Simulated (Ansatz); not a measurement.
`S[SiH2][O][GeH3]` and `OCO[SiH2]S` differ in one atom or group.

Ansatz, PBE0-D4/def2-TZVP geometries, multiplicity 1. Each molecule was computed in one conformer, which needn't be the lowest.

Scalar relativity is left out up to krypton.

| property | `S[SiH2][O][GeH3]` |
| --- | --- |
| LUMO energy (ωB97M-V/def2-TZVPP) / eV | 1.66 |
| size of the dipole moment (B3LYP/def2-TZVPP) / D | 1.30 |
| HOMO–LUMO gap (ωB97M-V/def2-TZVPP) / eV | 11.50 |
| HOMO–LUMO gap (B3LYP/def2-TZVPP) / eV | 7.04 |
| HOMO–LUMO gap (PBE0/def2-TZVPP) / eV | 7.52 |
| HOMO energy (B3LYP/def2-TZVPP) / eV | -7.36 |

What does the change do to each property? (Estimate.)

The calculation gave: 
```csv
property,`OCO[SiH2]S`,shift
LUMO energy (ωB97M-V/def2-TZVPP) / eV,2.03,0.37
size of the dipole moment (B3LYP/def2-TZVPP) / D,1.96,0.66
HOMO–LUMO gap (ωB97M-V/def2-TZVPP) / eV,11.85,0.35
HOMO–LUMO gap (B3LYP/def2-TZVPP) / eV,7.40,0.36
HOMO–LUMO gap (PBE0/def2-TZVPP) / eV,7.97,0.45
HOMO energy (B3LYP/def2-TZVPP) / eV,-7.34,0.02
```

Dipoles are sizes alone; their direction can turn.

Positive LUMOs are unbound, so they and the gaps depend on the basis.

B3LYP here is the variant with VWN-RPA as its local correlation; programs differ in this.
